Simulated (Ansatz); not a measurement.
Species: C4H8Cl2 (charge 0, singlet). SMILES: C[C@H](Cl)CCCl
Geometry from a B3LYP-D3(BJ)/def2-TZVP (Ansatz, a quantum-chemistry and plane-wave program) optimisation:
```xyz
14

C     -2.3265     0.7480     0.5144
C     -0.9958     0.2045     0.0361
C      0.1046     0.3336     1.0767
C      1.4816    -0.1025     0.6208
Cl     2.1038     0.9384    -0.7235
Cl    -1.1968    -1.5530    -0.4249
H     -2.2255     1.8138     0.7343
H     -3.0951     0.6250    -0.2470
H     -2.6534     0.2373     1.4212
H     -0.6912     0.6879    -0.8893
H     -0.1643    -0.2606     1.9556
H      0.1448     1.3798     1.3929
H      1.4753    -1.1200     0.2408
H      2.2061    -0.0175     1.4261
```
Charge 0, spin multiplicity 1.

Parts of the frozen-core correlation energy in 6-31G (Ansatz, hartree). Frozen orbitals: 14; correlated occupied orbitals by spin: 19 and 19; virtual: 45 and 45. Spin-orbit coupling is left out. Non-relativistic.

```csv
term,value
reference (HF),-1074.99896
MP2 opposite-spin,…
MP2 same-spin,-0.09937
CCSD correlation,…
(T),…
T1 diagnostic,0.008
largest doubles amplitude,0.044
```

Q: Some entries are withheld; supply them.

A: 
- MP2 opposite-spin, value: -0.34959
- CCSD correlation, value: -0.50766
- (T), value: -0.01227
